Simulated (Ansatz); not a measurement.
Several settings on one geometry of Si21H28, a nanocrystal cut from hexagonal silicon (that of the charge 0 singlet, PBE-D4/def2-SVP). Ansatz on 2 threads of AMD EPYC 7R13 on a shared host and a share (18 GiB) of an NVIDIA H100 80GB HBM3; times are rough.

```xyz
49

Si   -2.842   -1.634   -3.273
Si   -2.810   -1.620   -0.906
Si    0.935   -3.842   -0.173
Si    0.950   -3.867    2.195
Si    0.992   -1.621   -3.336
Si   -0.940   -0.539   -4.129
Si    0.996   -1.634   -0.973
Si   -0.889   -0.513   -0.134
Si    0.991   -1.661    3.017
Si   -0.912   -0.528    2.230
Si   -0.906    1.675   -3.334
Si   -0.917    1.681   -0.970
Si   -2.860    2.731   -0.169
Si   -0.941    1.685    3.020
Si   -2.872    2.752    2.200
Si    2.905   -0.536   -0.158
Si    2.897   -0.539    2.210
Si    2.880    1.663   -0.997
Si    0.989    2.784   -0.154
Si    2.893    1.667    3.033
Si    0.983    2.775    2.214
H    -2.868   -3.057   -3.774
H    -4.085   -0.939   -3.771
H    -2.817   -3.033   -0.378
H    -4.036   -0.918   -0.375
H    -0.313   -4.518   -0.687
H     2.125   -4.602   -0.704
H    -0.282   -4.572    2.706
H     2.160   -4.621    2.688
H     1.033   -3.044   -3.839
H     2.223   -0.912   -3.845
H    -0.969   -0.554   -5.640
H     1.004   -1.648    4.528
H    -2.160   -1.250    2.686
H    -2.115    2.425   -3.836
H     0.325    2.384   -3.841
H    -4.068    1.988   -0.683
H    -2.923    4.142   -0.698
H    -0.923    1.688    4.531
H    -4.099    2.037    2.710
H    -2.922    4.177    2.694
H     4.142   -1.255   -0.645
H     4.133   -1.264    2.689
H     2.804    1.621   -2.504
H     4.143    2.391   -0.606
H     0.985    4.215   -0.639
H     2.864    1.648    4.542
H     4.141    2.388    2.585
H     0.975    4.207    2.695
```

Totals from different functionals, basis sets or treatments of relativity can't be compared as stabilities.

LC-ωPBE has ω = 0.4 bohr⁻¹.

The spins typed aren't always the lowest for that charge.

(1) Give the basis size and estimate the energy, ⟨S²⟩, dipole and time of these runs.

```csv
run,method,charge,state,further keys
1,UKS PBE-D3(BJ)-ATM/6-31G,-1,doublet,accuracy: high; forces asked
2,RKS LC-ωPBE/def2-SVP,0,singlet,fitting: {mean_field: def2-universal-jkfit}; scf: {lower_state_search: off}; forces asked
3,RKS LDA (SPW92)/STO-3G,0,singlet,forces asked
```

Results:

(1) 
| run | functions | energy (Eh) | ⟨S²⟩ | dipole (D) | wall time |
| --- | --- | --- | --- | --- | --- |
| 1 | 329 | -6092.6526 | 0.75 | – | 38 s |
| 2 | 518 | -6092.5502 | – | 0.17 | 7.5 s |
| 3 | 217 | -6001.2204 | – | 0.28 | 3.7 s |

The highest occupied level of an anion often lies above zero with these methods, and sets without diffuse functions describe the outer electron poorly.
